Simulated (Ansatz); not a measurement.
Consider the redistribution: `OB(O)[SiH3]` + `N=C([SiH3])CI` → `OB([SiH3])CI` + `N=C(O)[SiH3]`.

Gas-phase electronic energies from Ansatz, PBE0-D4/def2-TZVP geometries. CBS: MP2 limit from def2 TZ/QZ plus the TZ coupled-cluster correction, frozen cores. Functionals use def2-TZVPP. Elements past krypton have def2 core potentials. For I outer-core shells are correlated without core-valence functions, which leaves a few kJ/mol of doubt a bond. Each species was taken in one conformer, which may not be the lowest.

CCSD(T)/CBS gives +0.92 eV.

Another level gave +0.79 eV. Which?
A. PBE/def2-TZVPP
B. MP2/def2-TZVPP
C. PBE0-D4/def2-TZVPP
D. ωB97X-V/def2-TZVPP

C. PBE0-D4 0.79, MP2/def2-TZVPP 0.94, ωB97X-V 0.83, PBE 0.74 eV.

Largest T1 diagnostic among the species: 0.014.

From PBE to PBE0 (25 % exact exchange), in def2-TZVPP and without D4, ΔE moves by +0.04 eV.
